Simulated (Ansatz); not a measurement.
`N=C=C[SiH2][GeH3]` + `OC[TeH]` → `OC[Te][GeH3]` + `N=C=C[SiH3]`  (cleavage of the Ge–Si bond)

Calculated with Ansatz (gas phase, PBE0-D4/def2-TZVP geometries, no zero-point term in ΔE). CBS: MP2 limit from def2 TZ/QZ plus the TZ coupled-cluster correction, frozen cores. Functionals use def2-TZVPP. B3LYP here is the variant with VWN-RPA as its local correlation; programs differ in this. def2 core potentials past Kr. For Ge, Te outer-core shells are correlated without core-valence functions, which leaves a few kJ/mol of doubt a bond. Scalar relativity is left out up to krypton. One conformer a species, not always the lowest.

| level | ΔE (kJ/mol) |
| --- | --- |
| r2SCAN-D4 | -43.9 |
| r2SCAN | -43.9 |
| B3LYP | -44.9 |
| CCSD(T)/def2-TZVPP | -43.8 |

What does CCSD(T)/CBS give? (Estimate.)

Computed: -47.5 kJ/mol. The listed levels differ from it by 3.6, 3.6, 2.6, 3.7 kJ/mol.

Largest T1 diagnostic among the species: 0.015.

From PBE to PBE0 (25 % exact exchange), in def2-TZVPP and without D4, ΔE moves by −3.3 kJ/mol.
